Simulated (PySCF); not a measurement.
C4H13AlFN.
Bonds: C1–N2, N2–C3, N2–C4, N2–Al5, Al5–C6, C6–F7. Hydrogens: H8, H9, H10 on C1; H11, H12, H13 on C3; H14, H15, H16 on C4; H17, H18 on Al5; H19, H20 on C6.

Torsions of this conformer, `[CH3:1][N+:2]([CH3:3])([CH3:4])[AlH2-:5][CH2:6][F:7]`: C1–N2–Al5–C6 62°, N2–Al5–C6–F7 -178°.

The closed-shell ground state was solved at several levels (PySCF, density fitting, gas phase, non-relativistic). Geometry: PBE0-D3(BJ)/def2-SVP, one conformer, isolated molecule.

| level | basis functions | total energy (Eh) | HOMO (eV) | LUMO (eV) | gap (eV) | dipole (D) |
| --- | --- | --- | --- | --- | --- | --- |
| PBE0/pcSseg-1 | 191 | -556.7416 | -6.81 | 0.39 | 7.20 | 7.18 |
| B3LYP/def2-SVPD | 251 | -557.0028 | -6.73 | -0.24 | 6.49 | 6.95 |

(1) Estimate the row for KT2/pcSseg-1, a basis of 191 functions; the other rows only guide the guess.

(2) Over all these levels, which gives the widest orbital gap and which the narrowest?

(3) How far do the dipole and the HOMO energy spread over the levels?

## Answers

(1) Total energy -564.3700 Eh, HOMO -5.50 eV, LUMO -0.67 eV, gap 4.83 eV, dipole 6.87 D.

(2) PBE0/pcSseg-1 (global hybrid, 25 % exact exchange) has the widest, 7.20 eV, and KT2/pcSseg-1 (GGA) the narrowest, 4.83 eV. The two share the basis. From the narrowest to the widest the HOMO moves by -1.31 eV and the LUMO by +1.06 eV.

(3) The dipole runs from 6.87 to 7.18 D (mean 7.00 D) and the HOMO from -6.81 to -5.50 eV.
